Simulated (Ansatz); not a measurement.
Basis-set series for `C[Se][Ti]([F])([N](C)C)[N](C)C`. Charge 0, multiplicity 1. All single points use the PBE0-D4/def2-TZVP geometry. It is one conformer, not always the lowest.

```json
{"functional": "PBE0-D4", "basis": "def2-TZVPP", "functions": "570", "energy (Eh)": "-3659.32604", "HOMO (eV)": "-6.05", "LUMO (eV)": "-1.28"}
{"functional": "PBE0-D4", "basis": "def2-QZVPP", "functions": "1088", "energy (Eh)": "-3659.41544", "HOMO (eV)": "-6.06", "LUMO (eV)": "-1.30"}
{"functional": "ωB97M-V", "basis": "def2-TZVPP", "functions": "570", "energy (Eh)": "-3659.87181", "HOMO (eV)": "-8.17", "LUMO (eV)": "0.81"}
{"functional": "ωB97M-V", "basis": "def2-QZVPP", "functions": "1088", "energy (Eh)": "-3659.95780", "HOMO (eV)": "-8.18", "LUMO (eV)": "0.60"}
```

Q: Give the rows for def2-SVP. (An estimate is asked.)

A: The calculation gave: 
```json
{"functional": "PBE0-D4", "basis": "def2-SVP", "functions": "250", "energy (Eh)": "-3658.45771", "HOMO (eV)": "-5.91", "LUMO (eV)": "-1.23"}
{"functional": "ωB97M-V", "basis": "def2-SVP", "functions": "250", "energy (Eh)": "-3658.98379", "HOMO (eV)": "-8.02", "LUMO (eV)": "0.90"}
```

Positive LUMOs are unbound and depend on the basis. Scalar relativity is left out up to krypton.

Results of the Gaussian-basis code of Ansatz.
